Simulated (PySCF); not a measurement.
C$_{4}$H$_{3}$O (SMILES [c]1ccco1), doublet, at a GFN2-xTB geometry; PBE0/STO-3G (PySCF).

Here is a job for PySCF.
```python
from pyscf import gto, scf, dft

mol = gto.Mole()
mol.atom = '''
    O    -0.004073    0.072020    1.177792
    C     0.015234    1.111495    0.364397
    C    -0.017204   -1.024409    0.385746
    C     0.015903    0.776725   -0.944358
    C    -0.005819   -0.651630   -0.923541
    H    -0.033807   -1.981462    0.866997
    H     0.029378    1.419638   -1.797265
    H    -0.011668   -1.287424   -1.785535
'''
mol.basis = 'sto-3g'
mol.charge = 0
mol.spin = 1
mol.verbose = 4
mol.build()

mf = dft.UKS(mol)
mf.xc = 'pbe0'
mf.grids.radi_method = dft.radi.gauss_chebyshev
mf.kernel()
```

Predict the main parts of the log of this PySCF run.


```
PySCF version 2.14.0

[INPUT] verbose = 4
[INPUT] num. atoms = 8
[INPUT] num. electrons = 35
[INPUT] charge = 0
[INPUT] spin (= nelec alpha-beta = 2S) = 1
[INPUT] symmetry False subgroup None
[INPUT] Mole.unit = angstrom
[INPUT] Symbol           X                Y                Z      unit          X                Y                Z       unit  Magmom
[INPUT]  1 O     -0.004073000000   0.072020000000   1.177792000000 AA   -0.007696854505   0.136098075491   2.225704311704 Bohr   0.0
[INPUT]  2 C      0.015234000000   1.111495000000   0.364397000000 AA    0.028788087782   2.100421138823   0.688610530613 Bohr   0.0
[INPUT]  3 C     -0.017204000000  -1.024409000000   0.385746000000 AA   -0.032510848247  -1.935852449540   0.728954293646 Bohr   0.0
[INPUT]  4 C      0.015903000000   0.776725000000  -0.944358000000 AA    0.030052314559   1.467797524103  -1.784577983542 Bohr   0.0
[INPUT]  5 C     -0.005819000000  -0.651630000000  -0.923541000000 AA   -0.010996316319  -1.231402234550  -1.745239554807 Bohr   0.0
[INPUT]  6 H     -0.033807000000  -1.981462000000   0.866997000000 AA   -0.063885971093  -3.744420506233   1.638386880820 Bohr   0.0
[INPUT]  7 H      0.029378000000   1.419638000000  -1.797265000000 AA    0.055516374087   2.682727016025  -3.396338623266 Bohr   0.0
[INPUT]  8 H     -0.011668000000  -1.287424000000  -1.785535000000 AA   -0.022049324421  -2.432878766192  -3.374172135825 Bohr   0.0

nuclear repulsion = 153.527375040025
number of shells = 18
number of NR pGTOs = 84
number of NR cGTOs = 28
basis = sto-3g
ecp = {}

******** <class 'pyscf.dft.uks.UKS'> ********
method = UKS
initial guess = minao
damping factor = 0
level_shift factor = 0
DIIS = <class 'pyscf.scf.diis.CDIIS'>
diis_start_cycle = 1
diis_space = 8
diis_damp = 0
SCF conv_tol = 1e-09
SCF conv_tol_grad = None
SCF max_cycles = 50
direct_scf = True
direct_scf_tol = 1e-13
number electrons alpha = 18  beta = 17
XC library pyscf.dft.libxc version 7.1.2
    S. Lehtola, C. Steigemann, M. J. T. Oliveira, and M. A. L. Marques,  SoftwareX 7, 1–5 (2018)
XC functionals = pbe0
    C. Adamo and V. Barone,  J. Chem. Phys. 110, 6158 (1999)
    M. Ernzerhof and G. E. Scuseria,  J. Chem. Phys. 110, 5029 (1999)
radial grids: Gauss-Chebyshev [JCP 108, 3226 (1998); DOI:10.1063/1.475719) radial grids
becke partition: Becke, JCP 88, 2547 (1988); DOI:10.1063/1.454033
pruning grids: <function nwchem_prune>
grids dens level: 3
symmetrized grids: False
atomic radii adjust function: <function treutler_atomic_radii_adjust>
small_rho_cutoff = 0
Set gradient conv threshold to 3.16228e-05
tot grids = 96992
init E= -227.361281424423

cycle= 1 E= -226.129036979366  delta_E= 1.23  |g|= 0.213  |ddm|= 3.01
cycle= 2 E= -226.129455683784  delta_E= -0.000419  |g|= 0.247  |ddm|= 0.57
cycle= 3 E= -226.163259466723  delta_E= -0.0338  |g|= 0.0211  |ddm|= 0.285
cycle= 4 E= -226.163541214685  delta_E= -0.000282  |g|= 0.0198  |ddm|= 0.0553
cycle= 5 E= -226.163822176568  delta_E= -0.000281  |g|= 0.00573  |ddm|= 0.0315
cycle= 6 E= -226.163894826155  delta_E= -7.26e-05  |g|= 0.00241  |ddm|= 0.019
cycle= 7 E= -226.163919062752  delta_E= -2.42e-05  |g|= 0.00169  |ddm|= 0.0138
cycle= 8 E= -226.163926263608  delta_E= -7.2e-06  |g|= 0.00085  |ddm|= 0.00736
cycle= 9 E= -226.163928378232  delta_E= -2.11e-06  |g|= 0.000315  |ddm|= 0.00458
cycle= 10 E= -226.16392866976  delta_E= -2.92e-07  |g|= 0.000201  |ddm|= 0.00156
cycle= 11 E= -226.163928756469  delta_E= -8.67e-08  |g|= 6.8e-05  |ddm|= 0.000843
cycle= 12 E= -226.163928769421  delta_E= -1.3e-08  |g|= 4.82e-05  |ddm|= 0.000369
cycle= 13 E= -226.163928771591  delta_E= -2.17e-09  |g|= 1.65e-05  |ddm|= 0.000103
cycle= 14 E= -226.163928771837  delta_E= -2.46e-10  |g|= 1.67e-05  |ddm|= 6.17e-05
Extra cycle  E= -226.163928771532  delta_E= 3.04e-10  |g|= 2.82e-05  |ddm|= 5.73e-05
converged SCF energy = -226.163928771532  <S^2> = 0.76383754  2S+1 = 2.01379
```
